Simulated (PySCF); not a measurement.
# Sulfur: a sound run and one with changed settings

Sound run: S²⁺ [Ne] 3s2 3p2, S³⁺ [Ne] 3s2 3p1. All numbers are calculated (PySCF 2.14, no relativity, point nucleus, in def2-TZVP). The sound run starts from symmetry-adapted Hartree-Fock orbitals and uses a fine grid where one is needed.

Changed run: 14 angular points. This setting is unsound on purpose.

| species | method | sound run (hartree) | changed run (hartree) | converged |
| --- | --- | --- | --- | --- |
| S²⁺ | UHF | -396.32774 | -396.32774 | yes |
| S²⁺ | PBE | -396.69827 | -396.69888 | yes |
| S²⁺ | LDA | -395.47835 | -395.47951 | yes |
| S³⁺ | UHF | -395.07264 | -395.07264 | yes |
| S³⁺ | PBE | -395.41794 | -395.41775 | yes |
| S³⁺ | LDA | -394.19651 | -394.19608 | yes |

Ionisation energy of S²⁺:

```
method  sound run (eV)  changed run (eV)
   UHF          34.153            34.153
   PBE          34.839            34.861
   LDA          34.881            34.924
```

A coarse angular grid integrates products of high-l functions wrongly, so density functionals can shift, and the SCF can exploit the error; Hartree-Fock and MP2 need no grid.

For comparison, NIST gives 34.86 ± 0.04 eV between the lowest levels.
